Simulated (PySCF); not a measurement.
# Reading the logs of faulty runs: Al2BH6N

Calculated results; nothing here was measured. They come from PySCF 2.14.0, an open-source quantum chemistry program, on an isolated molecule that a program drew, which may never have been made. The molecule is Al2BH6N (charge 0, singlet), drawn as the SMILES string `B[NH][AlH][AlH2]`.

Each row is a Hartree-Fock (HF) and frozen-core CCSD(T) single point in the cc-pV(D+d)Z basis, meant for a local HF minimum. Run 1 is clean. Each other run has one planted mistake out of seven kinds, and not every kind appears here: one electron removed, one electron added, multiplicity raised by two, geometry at a saddle point, minimal basis STO-3G, one bond length entered in bohr, all coordinates scaled. The reference is restricted for singlets and unrestricted otherwise, and also for a bond in bohr. Adding or removing an electron swaps singlet and doublet. Electrons count all cores. HOMO and LUMO are orbital energies over both spins, the gradient is its largest component, and the lowest frequency (negative if imaginary) is given only where the gradient is small. Bond lengths are over the 9 bonds as drawn. T1 is the CCSD diagnostic: over 0.02 (restricted) or 0.045 (unrestricted) a single reference is doubtful.

Geometry of the clean run:
```xyz
10
Al2BH6N, angstrom
B    -3.2268   -1.6773   -1.7969
N    -3.1104   -0.8052   -2.8912
Al   -2.6589    0.9535   -2.8095
Al   -2.1841    1.9387   -0.4390
H    -3.0140   -1.2566   -0.6808
H    -3.5325   -2.8333   -1.9356
H    -3.3018   -1.2248   -3.7847
H    -2.6136    1.6708   -4.2259
H    -0.7300    1.9185    0.1990
H    -3.3363    2.5815    0.4448
```

| run | electrons | basis functions | <S^2> | HOMO (eV) | LUMO (eV) | gradient (hartree/bohr) | lowest frequency (cm^-1) | mean bond (Å) | longest bond (Å) | T1 | HF (hartree) | CCSD(T) (hartree) | mistake |
|---|---|---|---|---|---|---|---|---|---|---|---|---|---|
| 1 | 44 | 104 | 0.000 | -9.34 | 0.82 | 3.6e-05 | 73 | 1.5575 | 2.611 | 0.0137 | -566.51507 | -566.96432 | no fault |
| 2 | 44 | 104 | 2.009 | -6.07 | -1.41 | 3.2e-02 | - | 1.5575 | 2.611 | 0.0204 | -566.40658 | -566.84662 | multiplicity raised by two |
| 3 | 44 | 104 | 0.000 | -9.31 | 0.75 | 1.9e-02 | - | 1.5949 | 2.673 | 0.0145 | -566.51051 | -566.96257 | all coordinates scaled |
| 4 | 43 | 104 | 0.771 | -16.19 | -7.47 | 5.9e-02 | - | 1.5575 | 2.611 | 0.0181 | -566.20742 | -566.63383 | ? |

**Which mistake was planted in run 4, and what did it cost?**

It counts 43 electrons, one fewer than the clean run, at the same geometry and basis. So the mistake is: one electron removed. Subtracting run 1 and multiplying by 627.51 kcal/mol a hartree, the energy moved by 193.1 kcal/mol in HF and 207.4 kcal/mol in CCSD(T).

